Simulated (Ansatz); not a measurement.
Input for Ansatz (a program for electronic structure): R-BLYP/def2-TZVPPD on C2H2N2 (a complex). Files ending in .json are basis or fitting sets from the Basis Set Exchange.

Ansatz 0.2 input:
```yaml
crystal:
  periodic: [false, false, false]
  atoms:
    - {symbol: C, position_ang: [-0.43737409, 0.42783225, -1.03061636]}
    - {symbol: C, position_ang: [-0.04093733, 0.04010681, 0.03031240]}
    - {symbol: H, position_ang: [-0.79032340, 0.77302012, -1.97158665]}
    - {symbol: H, position_ang: [0.30879242, -0.30193930, 0.97438525]}
    - {symbol: N, position_ang: [0.44239913, -0.43462741, 4.64293110]}
    - {symbol: N, position_ang: [0.51603834, -0.50556508, 3.55717905]}
basis:
  gaussian:
    orbitals: def2-TZVPPD.json
hamiltonian:
  xc: {name: BLYP}
scf: {lower_state_search: off}
```

Output:

```
WARN ansatz: RAYON_NUM_THREADS=1 ignored (pool sized by the plan → 1); use --threads N
Functional definition: BLYP
these checks for a lower state are left out or cut short: stability, starts, cluster_reference, orbital_swaps, neighbouring_geometries, increment
integrals: 0.06 GiB planned
824 factors; their error is unknown
mean field: 0.54 GiB planned
mean field evaluation 1: about -5076.8850 eV, gradient 6.2e1 eV
mean field evaluation 2: about -5068.4715 eV, gradient 8.1e1 eV
mean field evaluation 4: about -5085.5518 eV, gradient 9.3e0 eV
mean field evaluation 8: about -5085.7027 eV, gradient 2.8e-2 eV
mean field evaluation 16: about -5085.6832 eV, gradient 2.8e-5 eV
mean field -5085.68322334 eV, -186.8954112577 hartree, gradient 4.2e-6 eV, S^2 0.000000; 0 other end points of the search recorded, 0 dependent functions left out
reference -5085.68356812 eV, -186.8954239283 hartree; 14, 14 occupied and 168, 168 virtual orbitals, 824 factors
Total energy: -5085.68356812 eV, -186.8954239283 hartree
Checks for a lower state left out: stability, starts, cluster_reference, orbital_swaps, neighbouring_geometries, increment
```

The calculation finished and met its thresholds.

Cost: roughly 1.5 core-seconds.
